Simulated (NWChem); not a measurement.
AlH2Se2F; SMILES [F][Al]([SeH])[SeH]

```xyz
6

Al     0.0000     0.0000    -0.6941
F      0.0000     0.0000    -2.3722
Se     2.0610    -0.2567     0.3389
H      1.4262    -0.1759     1.6812
Se    -2.0610     0.2567     0.3389
H     -1.4262     0.1759     1.6812
```
Atoms are numbered in this order, from 1.

All runs: NWChem. Pople sets run with spherical d functions. Structure relaxed at the PBE-D3(BJ)/def2-SVP level. Vzz is the largest principal value of the second derivative of the potential at the nucleus (NWChem prints the opposite sign); η is the asymmetry. Non-relativistic.

**Question.** What does the run give for CAM-B3LYP/6-31G*? Quantities: Vzz Al1 (a.u.); η Al1; Vzz Se5 (a.u.); η Se5.

**Answer.** 
```json
{
 "Vzz Al1 (a.u.)": "0.628",
 "η Al1": "0.09",
 "Vzz Se5 (a.u.)": "-3.530",
 "η Se5": "0.94"
}
```
